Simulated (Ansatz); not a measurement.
`F[SiH]1[CH2][GaH]1` + HBr → `Br[SiH]1[CH2][GaH]1` + H–F at 700 K and 1 bar (ligand exchange at the Si–F bond).

Computed with Ansatz on PBE0-D4/def2-TZVP structures; ΔE is electronic, products minus reactants. CCSD(T)/CBS is the MP2 limit (def2-TZVPP, def2-QZVPP) plus CCSD(T) − MP2 in def2-TZVPP, frozen cores. This one scheme is used for every species. For Br, Ga outer-core shells are correlated without core-valence functions, which leaves a few kJ/mol of doubt a bond. Scalar relativity is left out up to krypton.

```tsv
species	CCSD(T)/CBS energy (Eh)	H − E (kJ/mol)	S (J/(mol·K))
`F[SiH]1[CH2][GaH]1`	-2353.27429	180.4	429.0
HBr	-2573.91920	36.5	223.7
`Br[SiH]1[CH2][GaH]1`	-4826.78667	178.7	465.3
H–F	-100.39570	45.2	198.5
```

H − E and S are ideal-gas, rigid-rotor, harmonic terms from PBE0-D4/def2-TZVP, for one conformer and one mirror image of each species. 1 Eh = 2625.50 kJ/mol, R = 8.31446 J/(mol·K).

By hand: ΔE, ΔH, ΔS and ΔG.

ΔE = (-4826.78667) + (-100.39570) − (-2353.27429) − (-2573.91920) = 0.01112 Eh = 29.2 kJ/mol. Δ(H − E) = 178.7 + 45.2 − 180.4 − 36.5 = 7.0, so ΔH = 36.2 kJ/mol. ΔS = 465.3 + 198.5 − 429.0 − 223.7 = 11.1 J/(mol·K). ΔG = 36.2 − 700 × (11.1)/1000 = 28.4 kJ/mol.

By hand: the equilibrium constant, and the temperature at which ΔG would vanish if ΔH and ΔS stayed fixed.

log₁₀ K = −ΔG/(RT ln 10) = -2.1. ΔG = 0 at ΔH/ΔS = 3261 K, far beyond where these terms or the molecules hold.

The number of gas molecules stays the same, so ΔS is small and ΔH decides. A doubt of 5 kJ/mol in ΔE shifts log₁₀ K by 0.4 here. Other conformers and mirror images would add mixing entropy, several J/(mol·K) or more a flexible species. Modes under 60 cm⁻¹, often nearly free rotors, make the harmonic entropy too high. These are equilibria of isolated gas molecules and say nothing of rates. Largest T1 diagnostic: 0.014 (customary marks: 0.02 for closed shells, 0.045 for open ones).
